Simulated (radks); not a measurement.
Results of a calculation; reference values are marked as such.
Spherical quantum dot in the effective-mass picture: electrons in a hard-walled sphere of radius 3.52, with a point charge +1 (a donor) at the centre, all in effective atomic units (hartree* = m*/eps^2 hartree, bohr* = eps/m* bohr), one dielectric constant everywhere. Level of theory: non-relativistic Kohn-Sham, LDA (Slater exchange, Perdew-Wang correlation), spin-polarised, spherical densities (a radial shooting solver with Libxc functionals). Levels are named by radial order and angular momentum (1s, 1p, 1d, 2s, ...), and open shells are averaged over m. Results are scaled to m* = 0.03 and eps = 4.6, for which hartree* = 38.58 meV and bohr* = 8.114 nm.

N = 19, configuration 1s2 1p6 1d10 2s(up 1, down 0). This is the lowest configuration that the search found. Occupied and some empty levels:

level    occupation  eigenvalue (meV)  <r> (nm)
1s up             1            266.61     17.53
1s down           1            267.47     17.96
1p up             3            276.91     19.42
1p down           3            277.21     19.47
1d up             5            291.95     20.27
1d down           5            292.15     20.29
2s up             1            304.22     11.48
2s down           0            309.25     11.60
1f up             0            311.93     20.91
1f down           0            312.10     20.91
1g up             0            336.53     21.42
1g down           0            336.70     21.42
2p up             0            343.83     14.48
2p down           0            345.82     14.66

Energy (meV): total 2869.86, kinetic 891.70, external -349.75, Hartree 2651.0, exchange-correlation -323.05.

Electron density:

r (nm)  n(r) (e/nm^3)
1.51        0.0007463
2.93        0.0005252
4.35        0.0003731
5.77        0.0002716
7.19        0.0002080
8.62        0.0001739
10.0        0.0001636
11.5        0.0001734
12.9        0.0001996
14.3        0.0002379
15.7        0.0002826
17.2        0.0003247
18.6        0.0003535
20.0        0.0003575
21.4        0.0003277
22.8        0.0002635
24.3        0.0001754
25.7       0.00008682
27.1       0.00002281
28.5        5.710e-08
